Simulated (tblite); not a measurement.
Compound: CH7O2Si3 (doublet state).
Structure used (GFN2-xTB), in Å, numbered top down from 1:
```xyz
13
CH7O2Si3 angstrom
O     -0.0009    3.0491   -1.2073
C      0.4366    1.9637   -0.8790
Si    -0.3658    0.8455    0.4301
Si    -2.3241    0.0143   -0.3947
O      0.6594   -0.4001    0.6374
Si     1.4638   -1.7905    0.8082
H      1.2750    1.5202   -1.4618
H     -0.4627    1.5073    1.7360
H     -3.3247    0.9103   -0.9834
H     -2.3576   -1.1824   -1.2512
H      0.5406   -2.8538    0.4119
H      1.8367   -1.8761    2.2170
H      2.6194   -1.7071   -0.0809
```

Computed with GFN2-xTB (tblite): harmonic, unscaled wavenumbers at the GFN2-xTB geometry, gas phase. This tight-binding method is rough: wavenumbers can miss measured ones by several per cent, in bad cases by 10 to 20. Modes of hydrogen on silicon can be 10 to 20 % off. One conformer, not necessarily the lowest. Open shells enter through the occupations alone, without spin polarisation, and single modes of such species can be off by tens of per cent. The optimisation stopped once no atom felt more than 0.01 eV/Å.

Lowest wavenumbers of the output (negative numbers stand for imaginary wavenumbers):
```
mode    cm-1
  1     -31.5
  2     -28.4
  3      30.4
  4      74.2
  5     104.9
  6     120.7
  7     154.5
  8     165.3
  9     330.7
 10     375.6
```

Problem. Is this structure a minimum?

Solution. Not by this Hessian. 2 modes are imaginary beyond 20i (32i and 28i cm⁻¹), so at this level the point lies at or near a saddle of order 2. The curvature is small, so loose convergence or finite differences may be the whole cause.

Problem. Which atoms move in the imaginary modes?

Solution. 32i: O5 (oxygen bonded to 2 Si) 34 %, Si6 (silicon bonded to O and 3 H) 16 %, H12 (hydrogen on silicon) 15 %, H13 (hydrogen on silicon) 14 %; 28i: H11 (hydrogen on silicon) 32 %, H13 (hydrogen on silicon) 24 %, H12 (hydrogen on silicon) 20 %. These are shares of the mass-weighted motion.

Problem. What is the remedy?

Solution. Step along such a mode in both directions, optimise again with tighter thresholds and repeat the frequencies. The zero-point energy of this point (42.9 kcal/mol) counts the 31 real modes alone, and thermal corrections from it aren't those of a minimum.
